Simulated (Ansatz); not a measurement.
One change: `CO[SiH](S)Cl` becomes `C#C[SiH](Cl)OC`.

Ansatz, PBE0-D4/def2-TZVP geometries, multiplicity 1. Each molecule was computed in one conformer, which needn't be the lowest.

```tsv
property	`CO[SiH](S)Cl`
HOMO energy (ωB97M-V/def2-TZVPP) / eV	-10.06
LUMO energy (PBE/def2-TZVPP) / eV	-0.85
HOMO–LUMO gap (ωB97M-V/def2-TZVPP) / eV	12.11
HOMO–LUMO gap (PBE0/def2-TZVPP) / eV	7.98
LUMO energy (PBE0/def2-TZVPP) / eV	0.12
size of the dipole moment (ωB97M-V/def2-TZVPP) / D	1.97
```

(1) Give the same properties after the change, and the shifts. (Estimate.)

Answers

(1) The calculation gave: 
```
                                          property  `C#C[SiH](Cl)OC`  shift
             HOMO energy (ωB97M-V/def2-TZVPP) / eV            -10.77  -0.71
                 LUMO energy (PBE/def2-TZVPP) / eV             -1.46  -0.61
           HOMO–LUMO gap (ωB97M-V/def2-TZVPP) / eV             12.27   0.16
              HOMO–LUMO gap (PBE0/def2-TZVPP) / eV              7.96  -0.02
                LUMO energy (PBE0/def2-TZVPP) / eV             -0.52  -0.64
size of the dipole moment (ωB97M-V/def2-TZVPP) / D              2.02   0.05
```

The zero-point energy changes by 25.7 kJ/mol with +3 modes. Dipoles are sizes alone; their direction can turn.
